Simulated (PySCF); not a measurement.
PySCF input for BiF2, SMILES [Bi+]([F])[F] (connectivity only; charge and spin as stated), charge +1, multiplicity 1, TDDFT-PBE0/def2-SVPD. Coordinates come from a r2SCAN-D4/def2-TZVP optimisation. The spin state was assumed, not searched. The isomer is the one that the SMILES or the coordinates give; other isomers of the formula were not compared. The def2 effective core potentials stand for the cores of Bi; spin–orbit coupling is left out.

```python
import numpy as np
from pyscf import gto, scf, dft, tdscf

mol = gto.M(
    atom='''
    Bi    0.00000000    0.00000000    0.23492984
    F     0.00000000   -1.42667115   -1.08328757
    F     0.00000000    1.42667115   -1.08328757
    ''',
    basis='def2-SVPD',
    ecp={'Bi': 'def2-svp'},
    charge=1,
    spin=0,
    symmetry=True,
    max_memory=1600,
    verbose=4,
)
mf = dft.RKS(mol, xc='pbe0').density_fit(auxbasis='def2-universal-jkfit')
mf.grids.level = 3
mf.conv_tol = 1e-9
mf.max_cycle = 100
mf.kernel()
mf.grids = dft.Grids(mol).set(level=1).build(with_non0tab=True)  # coarser grid for the response kernel
td = tdscf.TDDFT(mf)
td.singlet = True
td.nstates = 10
td.conv_tol = 1e-4
td.kernel(x0=td.get_init_guess(mf, 15))
td.analyze()
tt = tdscf.TDA(mf)
tt.singlet = False
tt.nstates = 4
tt.conv_tol = 1e-4
tt.kernel(x0=tt.get_init_guess(mf, 9))
tt.analyze(verbose=3)
```

Log of the run:

```
PySCF version 2.14.0

[INPUT] verbose = 4
[INPUT] num. atoms = 3
[INPUT] num. electrons = 40
[INPUT] charge = 1
[INPUT] spin (= nelec alpha-beta = 2S) = 0
[INPUT] symmetry True subgroup None
[INPUT] Mole.unit = angstrom
[INPUT] Symbol           X                Y                Z      unit          X                Y                Z       unit  Magmom
[INPUT]  1 Bi     0.000000000000   0.000000000000   0.234929840000 AA    0.000000000000   0.000000000000   0.443953056088 Bohr   0.0
[INPUT]  2 F      0.000000000000  -1.426671150000  -1.083287570000 AA    0.000000000000  -2.696017743318  -2.047116821446 Bohr   0.0
[INPUT]  3 F      0.000000000000   1.426671150000  -1.083287570000 AA    0.000000000000   2.696017743318  -2.047116821446 Bohr   0.0

nuclear repulsion = 127.807592537747
point group symmetry = C2v
symmetry origin: [0.00000000e+00 0.00000000e+00 8.60667345e-09]
symmetry axis x: [-1. -0. -0.]
symmetry axis y: [0. 1. 0.]
symmetry axis z: [0. 0. 1.]
num. orbitals of irrep A1 = 31
num. orbitals of irrep A2 = 10
num. orbitals of irrep B1 = 14
num. orbitals of irrep B2 = 23
number of shells = 30
number of NR pGTOs = 133
number of NR cGTOs = 78
basis = def2-SVPD
ecp = {'Bi': 'def2-svp'}


[settings echo left out]
init E= -387.126665803999
HOMO (B2) = -0.918695273437262  LUMO (B1) = -0.780596379246416  gap/eV = 3.75786
cycle= 1 E= -413.244653599771  delta_E= -26.1  |g|= 1.53  |ddm|= 13.5
HOMO (A1) = -0.566985054603009  LUMO (B1) = -0.281857597591544  gap/eV = 7.75871
cycle= 2 E= -413.459946828761  delta_E= -0.215  |g|= 1.15  |ddm|= 6.28
HOMO (A1) = -0.572622268579497  LUMO (B1) = -0.382589334736869  gap/eV = 5.17106
cycle= 3 E= -413.63084709184  delta_E= -0.171  |g|= 0.635  |ddm|= 1.89
HOMO (A1) = -0.638924314297714  LUMO (B1) = -0.396020673462934  gap/eV = 6.60974
cycle= 4 E= -413.699951648767  delta_E= -0.0691  |g|= 0.0844  |ddm|= 0.466
HOMO (A1) = -0.631569181960252  LUMO (B1) = -0.397380695491495  gap/eV = 6.37259
cycle= 5 E= -413.701416420034  delta_E= -0.00146  |g|= 0.0112  |ddm|= 0.09
HOMO (A1) = -0.632375916126762  LUMO (B1) = -0.396923641358525  gap/eV = 6.40698
cycle= 6 E= -413.701447298604  delta_E= -3.09e-05  |g|= 0.000902  |ddm|= 0.0144
HOMO (A1) = -0.632424279228285  LUMO (B1) = -0.396843340765863  gap/eV = 6.41048
cycle= 7 E= -413.701447480577  delta_E= -1.82e-07  |g|= 0.000254  |ddm|= 0.00127
HOMO (A1) = -0.63241767585836  LUMO (B1) = -0.396864760019953  gap/eV = 6.40972
cycle= 8 E= -413.701447494509  delta_E= -1.39e-08  |g|= 3.14e-05  |ddm|= 0.000316
HOMO (A1) = -0.632415171448411  LUMO (B1) = -0.396866396043499  gap/eV = 6.40961
cycle= 9 E= -413.70144749474  delta_E= -2.31e-10  |g|= 2.09e-06  |ddm|= 4.72e-05
HOMO (A1) = -0.632414382024262  LUMO (B1) = -0.396866156443555  gap/eV = 6.40959
Extra cycle  E= -413.70144749474  delta_E=    0  |g|= 2.83e-06  |ddm|= 6.5e-06
converged SCF energy = -413.70144749474
tot grids = 19360


******** <class 'pyscf.tdscf.rks.TDDFT'> for <class 'pyscf.df.df_jk.DFSymAdaptedRKS'> ********
nstates = 10 singlet
deg_eia_thresh = 1.000e-03
wfnsym = None
conv_tol = 0.0001
eigh lindep = 1e-12
eigh level_shift = 0
eigh max_cycle = 100


Excitation energies (eV)
[4.88728045 5.04296523 5.7559621  6.06918491 6.38529354 6.54602074
 7.78607485 7.8629703  7.98323147 8.28375202]

** Singlet excitation energies and oscillator strengths **
Excited State   1:   B1      4.88728 eV    253.69 nm  f=0.0181
      20 -> 21       -0.70151
Excited State   2:   A2      5.04297 eV    245.86 nm  f=0.0000
      19 -> 21       -0.70642
Excited State   3:   B2      5.75596 eV    215.40 nm  f=0.0094
      18 -> 21        0.67904
      20 -> 22        0.16151
Excited State   4:   B1      6.06918 eV    204.28 nm  f=0.0149
      16 -> 21       -0.70140
Excited State   5:   A1      6.38529 eV    194.17 nm  f=0.0073
      15 -> 22       -0.11174
      17 -> 21       -0.68075
      20 -> 23       -0.12335
Excited State   6:   A2      6.54602 eV    189.40 nm  f=0.0000
      15 -> 21        0.70568
Excited State   7:   A1      7.78607 eV    159.24 nm  f=0.0048
      16 -> 23       -0.14009
      19 -> 22       -0.67880
      20 -> 23        0.12178
Excited State   8:   B2      7.86297 eV    157.68 nm  f=0.0156
      16 -> 22        0.16984
      19 -> 23        0.46715
      20 -> 22       -0.49671
Excited State   9:   B1      7.98323 eV    155.31 nm  f=0.0092
      17 -> 23        0.12416
      18 -> 22        0.69460
Excited State  10:   A2      8.28375 eV    149.67 nm  f=0.0000
      17 -> 22        0.35385
      18 -> 23        0.60907

** Transition electric dipole moments (AU) **
state          X           Y           Z        Dip. S.      Osc.
  1        -0.3893     -0.0000      0.0000      0.1515      0.0181
  2         0.0000      0.0000      0.0000      0.0000      0.0000
  3         0.0000     -0.2584     -0.0000      0.0668      0.0094
  4        -0.3167      0.0000      0.0000      0.1003      0.0149
  5        -0.0000     -0.0000      0.2163      0.0468      0.0073
  6         0.0000     -0.0000     -0.0000      0.0000      0.0000
  7        -0.0000      0.0000      0.1582      0.0250      0.0048
  8         0.0000     -0.2844      0.0000      0.0809      0.0156
  9         0.2167      0.0000      0.0000      0.0470      0.0092
 10        -0.0000     -0.0000      0.0000      0.0000      0.0000

WARN: ECP detected. Skipping calculation of transition velocity and magnetic dipole moments, which have not yet been implemented.



******** <class 'pyscf.tdscf.rks.TDA'> for <class 'pyscf.df.df_jk.DFSymAdaptedRKS'> ********
nstates = 4 triplet
deg_eia_thresh = 1.000e-03
wfnsym = None
conv_tol = 0.0001
eigh lindep = 1e-12
eigh level_shift = 0
eigh max_cycle = 100


Excitation energies (eV)
[4.25481337 4.87570628 4.88850075 5.3458486 ]

** Triplet excitation energies and oscillator strengths **
Excited State   1:   B1      4.25481 eV    291.40 nm  f=0.0000
Excited State   2:   A2      4.87571 eV    254.29 nm  f=0.0000
Excited State   3:   B2      4.88850 eV    253.62 nm  f=0.0000
Excited State   4:   A1      5.34585 eV    231.93 nm  f=0.0000
```

Self-consistency was reached.

Cost: very roughly 9 core-seconds.
